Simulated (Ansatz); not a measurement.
`[CH3][Al]([OH])[OH]` + H₂Se → `[CH3][Al]([OH])[SeH]` + H₂O  (ligand exchange at the Al–O bond)

Gas-phase electronic energies from Ansatz, PBE0-D4/def2-TZVP geometries. CCSD(T)/CBS is the MP2 limit (def2-TZVPP, def2-QZVPP) plus CCSD(T) − MP2 in def2-TZVPP, frozen cores. This one scheme is used for every species. DFT in def2-TZVPP. B3LYP here is the variant with VWN-RPA as its local correlation; programs differ in this. For Se outer-core shells are correlated without core-valence functions, which leaves a few kJ/mol of doubt a bond. Scalar relativity is left out up to krypton. One conformer a species, not always the lowest.

CCSD(T)/CBS gives +2.7 kcal/mol.

Another level gave +3.6 kcal/mol. Which?
A. CAM-B3LYP/def2-TZVPP
B. B3LYP/def2-TZVPP
C. revPBE-D4/def2-TZVPP
D. r2SCANh/def2-TZVPP

D. r2SCANh 3.6, B3LYP 5.8, revPBE-D4 2.0, CAM-B3LYP 6.8 kcal/mol.

Largest T1 diagnostic among the species: 0.012.

In def2-TZVPP, CCSD(T) changes the Hartree–Fock value by −1.2 kcal/mol (the triples alone add −0.4 kcal/mol) and MP2 by −1.8 kcal/mol. Leaving LDA and LC-ωPBE aside and taking each functional with its dispersion term where it has one, the values, not all of them listed here, spread over 4.6 kcal/mol, from HSE06-D4 to CAM-B3LYP-D4. At CCSD(T), def2-SVP lies +2.7 kcal/mol from the extrapolated value and def2-TZVPP +1.1 kcal/mol.
